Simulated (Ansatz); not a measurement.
```xyz
2

H     0.0000    0.0000   -1.2719
Br    0.0000    0.0000    0.0363
```

Basis set: cc-pVDZ (spherical functions). Correlated methods keep 9 orbitals frozen. Charge 0, multiplicity 1.

Computed with Ansatz (development build ahead of 0.2.0); each method stands on the lowest determinant of its kind that the runs found. Restricted open shells among the atoms or ions are ROHF, correlated in semicanonical orbitals with singles.

Give the atomization energy at this shape (free ground-state atoms in the same class of orbitals less the molecule, no zero-point energy) of singlet HBr by RHF-MP2, RHF.

| method | atomization energy |
| --- | --- |
| RHF-MP2 | 3.51 eV |
| RHF | 2.70 eV |

Caution: the shape is not the minimum.
